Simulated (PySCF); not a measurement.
SMILES B[SiH2]O[SiH3] (H7BOSi2), GFN2-xTB optimised geometry.

```
11

B      2.07    -1.34     0.00
Si     0.11    -1.34     0.00
O     -0.46     0.19     0.00
Si    -1.31     1.56     0.04
H      2.65    -2.36    -0.02
H      2.71    -0.37     0.02
H     -0.53    -1.97    -1.17
H     -0.52    -1.97     1.17
H     -0.74     2.36     1.12
H     -2.71     1.23     0.29
H     -1.13     2.19    -1.27
```

Density from B3LYP/def2-TZVP in PySCF at that geometry.

Minimum of the electron density along straight lines between bonded atoms, close to the bond critical point (lines longer than 1.1 times the sum of covalent radii, or with two minima, are not listed):

```
bond     length / Å  ρ at the minimum / e bohr⁻³  ∇²ρ there / e bohr⁻⁵  position (fraction from the first atom)
-------  ----------  ---------------------------  --------------------  ---------------------------------------
B1–Si2        1.954                        0.124                 -0.03                                     0.61
Si2–O3        1.634                        0.134                  0.88                                     0.42
O3–Si4        1.612                        0.141                  0.97                                     0.58
B1–H5         1.169                        0.194                 -0.39                                     0.44
B1–H6         1.169                        0.194                 -0.39                                     0.44
Si2–H7        1.477                        0.123                  0.16                                     0.49
Si2–H8        1.477                        0.122                  0.16                                     0.49
Si4–H9        1.463                        0.127                  0.18                                     0.49
Si4–H10       1.462                        0.127                  0.18                                     0.49
Si4–H11       1.463                        0.127                  0.18                                     0.49
```
